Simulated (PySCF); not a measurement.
How methods differ on the excitation energy of B⁺

B⁺ [He] 2s2 (1S) → B⁺ [He] 2p2 (3P), as a difference of total energies. All numbers are calculated (PySCF 2.14, the non-relativistic Hamiltonian (point nucleus), in dyall-av2z (11s7p2d, 42 functions)). Correlated levels: valence: 1s2 frozen; virtual orbitals above 40 to 60 times the deepest correlated orbital energy dropped. The calculations carry no spin-orbit coupling.

**Question.** Order these methods by the excitation energy they give, lowest first.
A. TPSSh
B. r2SCAN
C. LDA
D. PBE0

**Answer.** C (80281 cm⁻¹), B (81515 cm⁻¹), D (83928 cm⁻¹), A (84526 cm⁻¹).

Errors of the correlated levels include the incompleteness of this basis and the frozen core.

For comparison: 98926 cm⁻¹ (measured; NIST levels, between the centres of gravity of the two terms).
